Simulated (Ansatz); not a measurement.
Computed with Ansatz on PBE0-D4/def2-TZVP structures; ΔE is electronic, products minus reactants. CCSD(T)/CBS adds triple-zeta CCSD(T) − MP2 to the extrapolated MP2 energy (def2 sets, frozen cores). Functionals use def2-TZVPP. For Ge outer-core shells are correlated without core-valence functions, which leaves a few kJ/mol of doubt a bond. Scalar relativity is left out up to krypton. Each species was taken in one conformer, which may not be the lowest.

Consider the cleavage of the Si–Si bond: `[BH2][GeH2][SiH2][SiH3]` + `OC([SiH3])S` → `[SiH3]OC([SiH3])S` + `[BH2][GeH2][SiH3]`.

Task: Is it downhill or uphill in electronic energy at CCSD(T)/CBS, and by how much? (An estimate is asked.)

Result: The calculation gave: Downhill: ΔE = -22.0 kcal/mol.

Task: What do these levels give: PBE0-D4, ωB97M-V, r2SCAN, PBE0, SCS-MP2/def2-TZVPP, CCSD/CBS(def2)? (Estimate.)

Result: The calculation gave: PBE0-D4 -18.2, ωB97M-V -22.9, r2SCAN -20.8, PBE0 -18.0, SCS-MP2/def2-TZVPP -24.9, CCSD/CBS(def2) -22.5 kcal/mol.

Largest T1 diagnostic among the species: 0.013.

In def2-TZVPP, CCSD(T) changes the Hartree–Fock value by +4.8 kcal/mol (the triples alone add +0.5 kcal/mol) and MP2 by +3.0 kcal/mol. From PBE to PBE0 (25 % exact exchange), in def2-TZVPP and without D4, ΔE moves by −1.4 kcal/mol.
